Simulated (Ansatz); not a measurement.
Basis-set extrapolation for C$_{3}$H$_{5}$FSi, SMILES `FCC#C[SiH3]` (PBE0-D4/def2-TZVP geometry, frozen core, Ansatz). Multiplicity 1, RHF reference.

|  | def2-TZVPP | def2-QZVPP |
| --- | --- | --- |
| HF | -504.923029 | -504.941223 |
| MP2 correlation | -0.837200 | -0.900440 |
| CCSD(T) correlation | -0.908885 | not run |

Energies in hartree. Use E(X) = E(∞) + A·exp(−7.88·√X) for Hartree–Fock and E(X) = E(∞) + B·X^(−2.97) for correlation, with X = 3 and 4, and add CCSD(T) minus MP2 of the smaller set to the MP2 limit.

**Question.** What is the CCSD(T) energy at the basis-set limit?

**Answer.** HF limit: -504.941223 + (-0.018194) × 0.13774 = -504.94373. MP2 limit: -0.900440 + (-0.063240) × 0.74074 = -0.94728. Higher-order term: -0.908885 − (-0.837200) = -0.07168. Total: -505.96269 hartree, 343.4 kJ/mol below CCSD(T)/def2-TZVPP.
